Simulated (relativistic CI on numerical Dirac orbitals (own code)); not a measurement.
**What each ingredient does to the levels of Hg LXIII**

Base calculation: Dirac-Coulomb-Breit CI, orbitals from a KLI potential per configuration, model QED, unscaled Slater integrals.

Configurations in the expansion (outside the closed core [Ne]): 3s²3p⁶, 3s²3p⁵3d, 3s3p⁶3d, 3s²3p⁵4s, 3s²3p⁵4p, 3s²3p⁵4d, 3s3p⁶4s, 3s²3p⁵4f, 3p⁶3d², 3p⁵3d³, 3p⁵3d²4s, 3p⁵3d²4p, 3p⁵3d²4d, 3p⁶3d4s, 3p⁵3d4s², 3p⁵3d4s4p, 3p⁵3d4s4d. Double excitations out of closed p, d and f shells are left out; levels of such configurations are missing from the list, as are those of other unlisted configurations, and high levels can miss mixing partners. These lack a partner that the ground configuration has and come out too high: 3s²3p⁵4f.

The lowest level and the first level of each name with at least 55 % of one term (blank where a level has no safe partner in the second run):

```tsv
Level	Base (eV)	Shift (eV)
3s²3p⁶ ¹S0	0.00	0.00
3s²3p⁵3d ³P°0	262.63	-0.22
3s²3p⁵3d ³P°1	275.78	-0.22
3s²3p⁵3d ³F°3	279.52	-0.22
3s²3p⁵3d ³F°4	384.16	-0.22
3s²3p⁵3d ³D°3	402.88	-0.22
3s²3p⁵3d ³F°2	778.74	-0.23
3s3p⁶3d ³D1	1028.14	-0.11
3s3p⁶3d ³D2	1035.92	-0.08
3s3p⁶3d ³D3	1140.68	-0.12
3s3p⁶3d ¹D2	1156.40	-0.01
3p⁶3d² ³F2	2075.16	-0.38
3p⁶3d² ³P0	2102.91	-0.36
3p⁶3d² ³F3	2183.28	-0.28
3p⁶3d² ¹G4	2199.16	-0.31
3p⁶3d² ³P1	2201.56	-0.27
3p⁶3d² ³F4	2300.86	-0.30
3p⁶3d² ¹S0	2339.43	-0.50
3p⁵3d³ ³I°7	2567.03	-0.49
3p⁵3d³ ³P°1	2568.90	-0.48
```

At this charge energies of transitions that change n are usually good to better than 1 %, and those within a shell (Δn = 0) to a few per cent.

(1) One thing was changed in a second run, which moved the levels as shown. Which?
A. valence Slater integrals scaled by 0.9
B. Breit term removed
C. configuration mixing switched off
D. QED terms removed

## Answers

(1) C. Configuration mixing switched off. Without mixing, levels that were pushed by configurations of the same parity and J return to their single-configuration places.

LS names give the leading component of a level, which can be under half, so a name can repeat, a term be missing and a line seem to break the LS rules.
